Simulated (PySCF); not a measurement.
Nuclear quadrupole coupling in PhSCF3

Compound: PhSCF3, C₇H₅F₃S.
SMILES with atom numbers: `[F:1][C:2]([F:3])([F:4])[S:5][c:6]1[cH:7][cH:8][cH:9][cH:10][cH:11]1` (hydrogens: H12 on C7; H13 on C8; H14 on C9; H15 on C10; H16 on C11)

Geometry (GFN2-xTB, Å), atoms numbered from 1 in this order:
```
atom  x, y, z in Å
F1     2.493    1.363    0.447
C2     2.752    0.145   -0.038
F3     2.428    0.174   -1.335
F4     4.062   -0.053    0.046
S5     1.846   -1.156    0.864
C6     0.206   -0.571    0.414
C7    -0.429    0.357    1.220
C8    -1.682    0.817    0.852
C9    -2.284    0.347   -0.303
C10   -1.640   -0.588   -1.096
C11   -0.387   -1.057   -0.739
H12    0.054    0.717    2.115
H13   -2.186    1.544    1.471
H14   -3.260    0.711   -0.587
H15   -2.110   -0.956   -1.995
H16    0.129   -1.784   -1.346
```

Field gradients from the PBE0/pcSseg-1 density (PySCF, non-relativistic), principal values in atomic units, ordered |Vxx| ≤ |Vyy| ≤ |Vzz|:

| atom | Vxx | Vyy | Vzz |
| --- | --- | --- | --- |
| S5 | 0.6651 | 2.5647 | -3.2298 |

Problem. Find the asymmetry η = (Vxx − Vyy)/Vzz and the couplings χ = eQV/h (234.96 MHz × Q in barn × V in au), with Q(33S) = −0.0678 b.

Solution. 
```csv
atom,environment,nucleus,η,χzz (MHz),χxx (MHz),χyy (MHz)
S5,sulfide sulfur,33S,0.59,51.45,-10.60,-40.86
```

The tensor is traceless: Vxx + Vyy + Vzz = 0.

Problem. What is Vzz at S5 in SI units (1 au = 9.71736 × 10²¹ V/m²)?

Solution. -3.2298 au = -31.385 × 10²¹ V/m².

Problem. And the gradient at the other heavy atoms, for which no coupling is worked out here?

Solution. 
```tsv
atom	environment	Vzz (au)	η
F1	fluorine of a CF3 group	2.939	0.04
C2	CF3 carbon	-0.289	0.04
F3	fluorine of a CF3 group	2.941	0.03
F4	fluorine of a CF3 group	2.940	0.00
C6	substituted aromatic carbon	-0.310	0.24
C7	aromatic CH carbon	0.344	0.15
C8	aromatic CH carbon	0.329	0.13
C9	aromatic CH carbon	0.353	0.13
C10	aromatic CH carbon	0.329	0.12
C11	aromatic CH carbon	0.344	0.15
```

Problem. What couplings would deuterons (Q(2H) = 0.00286 b) have in place of the hydrogens, at this geometry?

Solution. 
```tsv
atom	bonded to	bond length (Å)	Vzz (au)	η	χzz (kHz)
H12	C7	1.079	0.3249	0.06	218
H13	C8	1.079	0.3277	0.06	220
H14	C9	1.079	0.3270	0.06	220
H15	C10	1.079	0.3279	0.06	220
H16	C11	1.079	0.3248	0.06	218
```

Isolated species at its GFN2-xTB geometry (one conformer only). GFN2-xTB bond lengths can be off by several hundredths of an ångström, more for odd bonds, and the gradients follow them. The small basis limits the accuracy of the gradients.
